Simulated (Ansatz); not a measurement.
Name a neutral molecule of C, N, Si and H with size of the dipole moment (ωB97M-V/def2-TZVPP) between 1.40 and 1.70 D and size of the dipole moment (B3LYP/def2-TZVPP) between 1.45 and 1.75 D (Ansatz, PBE0-D4/def2-TZVP geometry).

`N=C[SiH](N)N` (1.50 D, 1.49 D); `NC[SiH3]` (1.62 D, 1.61 D); `C=C1N[SiH2]1` (1.62 D, 1.59 D); `C1=NC[SiH2]1` (1.66 D, 1.61 D); `N=C=C[SiH3]` (1.49 D, 1.45 D); `C=NC[SiH3]` (1.54 D, 1.48 D). Other molecules can fit too; these were computed, each in one conformer that needn't be the lowest.

B3LYP here is the variant with VWN-RPA as its local correlation; programs differ in this.
